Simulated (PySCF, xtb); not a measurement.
TeHBr, SMILES Br[TeH].

Harmonic wavenumbers (cm⁻¹) from GFN2-xTB run with xtb at its own minimum, in rising order: 266, 624, 1948.

### Question
What does PySCF with B3LYP-D3(BJ)/def2-TZVP give at its own minimum? (Estimate from the structure and the level; the computed values follow.)

### Answer
250, 626, 2108. Paired by order, the mean absolute difference is 59 cm⁻¹ and the zero-point energies are 4.1 and 4.3 kcal/mol.
